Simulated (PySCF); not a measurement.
In3N: breathing scan

Method: PySCF, PBE0, basis N def2-SVP, In def2-SVP with ECP28 (scalar-relativistic core potentials, no spin–orbit coupling, density fitting).

Rigid scan from the singlet minimum (N–In 2.114 Å (×3); In–N–In 120.0° (×3)). Coordinate: all bonds to the central atom scaled together. Energies in kJ/mol from the minimum.

```
scale of all bonds to the centre  E (kJ/mol)
                            0.88       202.2
                            0.92        78.5
                            0.96        17.2
                            1.00         0.0
                            1.04        13.5
                            1.08        47.9
                            1.14       123.8
                            1.22       247.0
                            1.35       454.7
```

At long bonds a restricted determinant can lie too high, and another spin state can fall below this curve.
